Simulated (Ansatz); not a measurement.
C2H5BO can be A, `BC1CO1`, or B, `BC(=C)O`.

Calculated with Ansatz (gas phase, PBE0-D4/def2-TZVP geometries, no zero-point term in ΔE). CCSD(T)/CBS is the MP2 limit (def2-TZVPP, def2-QZVPP) plus CCSD(T) − MP2 in def2-TZVPP, frozen cores. Functionals use def2-TZVPP. B3LYP here is the variant with VWN-RPA as its local correlation; programs differ in this. Each species was taken in one conformer, which may not be the lowest.

A:

```xyz
9

B     0.943    0.932   -0.374
C    -0.135   -0.132   -0.590
C    -0.678   -0.695    0.683
O    -1.471    0.114   -0.120
H     0.705    1.872    0.324
H     2.033    0.781   -0.842
H    -0.102   -0.846   -1.411
H    -0.380   -0.269    1.639
H    -0.915   -1.757    0.692
```

B:

```xyz
9

B     0.7907   -0.5191    0.8505
C    -0.3018    0.0497   -0.0631
C     0.0345    0.6811   -1.2011
O    -1.6253   -0.0685    0.2503
H     1.9371   -0.3973    0.5457
H     0.4948   -1.0846    1.8675
H    -0.7101    1.0962   -1.8729
H     1.0783    0.7817   -1.4610
H    -1.6981   -0.5392    1.0842
```

(1) Which is lower in electronic energy at CCSD(T)/CBS, and by how much? (An estimate is asked.)

(2) Give E(B) − E(A) in kcal/mol with BLYP-D4, CCSD/def2-TZVPP, B3LYP-D4, PBE0-D4, HF/def2-TZVPP, B2PLYP, MP2/def2-TZVPP. (An estimate is asked.)

(3) Does the order hold for the free energy at 298.15 K (harmonic terms from PBE0-D4)? (An estimate is asked.)

Largest T1 diagnostic: 0.013.

Answers

(1) Ansatz gave: B, by 20.4 kcal/mol.

(2) The calculation gave: BLYP-D4 -22.6, CCSD/def2-TZVPP -19.4, B3LYP-D4 -21.7, PBE0-D4 -17.6, HF/def2-TZVPP -21.7, B2PLYP -20.6, MP2/def2-TZVPP -18.1. None reverses the order clearly.

(3) The calculation gave: Yes: G(B) − G(A) = -21.0 kcal/mol, for one conformer each.

From BLYP to BHLYP (50 % exact exchange), in def2-TZVPP and without D4, E(B) − E(A) moves by +1.3 kcal/mol. At CCSD(T), def2-SVP lies +1.0 kcal/mol from the extrapolated value and def2-TZVPP +0.7 kcal/mol.
